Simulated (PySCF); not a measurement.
Isomers of C8H16Si, mass 140.102 u with the commonest isotopes. Level of theory: PBE0/pcSseg-1 in PySCF (dipole) on a GFN2-xTB geometry, gas phase. One conformer each, none proved a minimum here; rigid rotors.

Question: Order these by rotational constant C, largest first.
A. `[CH2:1]=[CH:2][CH2:3][C@@H:4]1[CH2:5][SiH2:6][C@@H:7]([CH3:8])[CH2:9]1` with C1–C2–C3–C4 120°, C2–C3–C4–C5 -63°, C3–C4–C5–Si6 -161°, C4–C5–Si6–C7 14°, C5–Si6–C7–C8 -109°, Si6–C7–C9–C4 -36°
B. `[CH2:1]=[CH:2][C@H:3]1[CH2:4][Si@H:5]([CH2:6][CH2:7][CH3:8])[CH2:9]1` with C1–C2–C3–C4 124°, C4–Si5–C6–C7 73°, Si5–C6–C7–C8 180°, C2–C3–C4–Si5 108°, C3–C4–Si5–C6 123°, C4–Si5–C9–C3 -8°, C2–C3–C9–Si5 -108°
C. `[CH2:1]=[C:2]([CH3:3])[C@@:4]1([CH3:5])[CH2:6][CH2:7][CH2:8][SiH2:9]1` with C1–C2–C4–C5 -117°, C2–C4–C6–C7 161°, C4–C6–C7–C8 -52°, C6–C7–C8–Si9 36°, C7–C8–Si9–C4 -11°

Answer: C (960.0 MHz), A (647.5 MHz), B (493.9 MHz).

Question: Order these by rotational constant A, largest first.
A. `[CH2:1]=[CH:2][C@H:3]1[CH2:4][Si@H:5]([CH2:6][CH2:7][CH3:8])[CH2:9]1` with C1–C2–C3–C4 124°, C4–Si5–C6–C7 73°, Si5–C6–C7–C8 180°, C2–C3–C4–Si5 108°, C3–C4–Si5–C6 123°, C4–Si5–C9–C3 -8°, C2–C3–C9–Si5 -108°
B. `[CH2:1]=[C:2]([CH3:3])[C@@:4]1([CH3:5])[CH2:6][CH2:7][CH2:8][SiH2:9]1` with C1–C2–C4–C5 -117°, C2–C4–C6–C7 161°, C4–C6–C7–C8 -52°, C6–C7–C8–Si9 36°, C7–C8–Si9–C4 -11°
C. `[CH2:1]=[CH:2][CH2:3][C@@H:4]1[CH2:5][SiH2:6][C@@H:7]([CH3:8])[CH2:9]1` with C1–C2–C3–C4 120°, C2–C3–C4–C5 -63°, C3–C4–C5–Si6 -161°, C4–C5–Si6–C7 14°, C5–Si6–C7–C8 -109°, Si6–C7–C9–C4 -36°

Answer: A (4840 MHz), C (2654 MHz), B (2101 MHz).

Question: Order these by radius of gyration √(Σ m r²/M), smallest first.
A. `[CH2:1]=[CH:2][CH2:3][C@@H:4]1[CH2:5][SiH2:6][C@@H:7]([CH3:8])[CH2:9]1` with C1–C2–C3–C4 120°, C2–C3–C4–C5 -63°, C3–C4–C5–Si6 -161°, C4–C5–Si6–C7 14°, C5–Si6–C7–C8 -109°, Si6–C7–C9–C4 -36°
B. `[CH2:1]=[CH:2][C@H:3]1[CH2:4][Si@H:5]([CH2:6][CH2:7][CH3:8])[CH2:9]1` with C1–C2–C3–C4 124°, C4–Si5–C6–C7 73°, Si5–C6–C7–C8 180°, C2–C3–C4–Si5 108°, C3–C4–Si5–C6 123°, C4–Si5–C9–C3 -8°, C2–C3–C9–Si5 -108°
C. `[CH2:1]=[C:2]([CH3:3])[C@@:4]1([CH3:5])[CH2:6][CH2:7][CH2:8][SiH2:9]1` with C1–C2–C4–C5 -117°, C2–C4–C6–C7 161°, C4–C6–C7–C8 -52°, C6–C7–C8–Si9 36°, C7–C8–Si9–C4 -11°

Answer: C (2.098 Å), A (2.424 Å), B (2.749 Å).

```tsv
SMILES	point group	Ia (u·Å²)	Ib (u·Å²)	Ic (u·Å²)	κ	μa (D)	μb (D)	μc (D)
C=C(C)[C@@]1(C)CCC[SiH2]1	C1	240.52	466.68	526.42	-0.78	0.36	0.03	0.37
C=C[C@H]1C[Si@H](CCC)C1	C1	104.42	990.43	1023.22	-0.99	1.02	0.06	0.33
C=CC[C@@H]1C[SiH2][C@@H](C)C1	C1	190.42	676.02	780.48	-0.90	0.09	0.45	0.05
```
